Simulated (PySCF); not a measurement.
# Predicted spectroscopic data

Calculated, not measured (PySCF 2.14): σ from GIAO-PBE0/pcSseg-1, geometry from GFN2-xTB. Relativity neglected, no solvent, one computed conformer, one averaged value for each set of equivalent atoms.

References, each an isolated molecule treated in the same way: $^{1}$H and $^{13}$C vs TMS. Where no couplings were computed, multiplicities follow the n + 1 count of equivalent neighbours, and m marks all less simple cases (inequivalent or close neighbours, rings, F or P nearby). Acid and N–H amide carbonyl carbons lie up to 10 ppm further downfield in solution (hydrogen bonding). Shifts are as computed. Against solution values, carbons near 30 ppm lie about +3 ppm off and those near 130 ppm about +5 ppm. Of 1211 compounds with measured shifts, 218 miss one by over three times the rms of a fit or turn the order of signals round; such compounds aren't used in these exercises. Groups on amide-type nitrogens are kept apart (slow C–N rotation). OH and NH positions are gas-phase values without hydrogen bonding to other molecules.

Compound 1 (C₅H₉NO₂). $^{1}$H NMR (400 MHz, computed): δ 6.57 (br, 1H), 4.77 (m, 1H), 4.64 (br, 1H), 4.45 (m, 1H), 4.43 (m, 1H), 2.84 (m, 1H), 1.42 (d, 3H). $^{13}$C{$^{1}$H} NMR (computed): δ 175.0 (C), 88.3 (CH), 77.9 (CH2), 38.5 (CH), 21.9 (CH3). Structure: `C([C@H]1[C@H](C)CO1)(N)=O`.

Compound 2 (C₅H₉NO₂). $^{1}$H NMR (400 MHz, computed): δ 5.05 (br, 1H), 4.49 (br, 1H), 3.50 (s, 3H), 3.41 (m, 1H), 1.19 (m, 1H), 1.15 (m, 1H), 1.01 (m, 1H). $^{13}$C{$^{1}$H} NMR (computed): δ 174.0 (C), 66.5 (CH), 60.8 (CH3), 23.1 (CH), 17.3 (CH2). Structure: `InChI=1S/C5H9NO2/c1-8-4-2-3(4)5(6)7/h3-4H,2H2,1H3,(H2,6,7)/t3-,4-/m1/s1`.

Compound 3 (C₆H₁₂N₂OSi). $^{1}$H NMR (400 MHz, computed): δ 8.16 (s, 1H), 4.45 (s, 3H), 3.47 (s, 2H), 2.30 (s, 6H). $^{13}$C{$^{1}$H} NMR (computed): δ 176.2, 151.7, 137.5, 55.9, 45.8. Structure: `c1([SiH3])c(CN(C)C)cno1`.
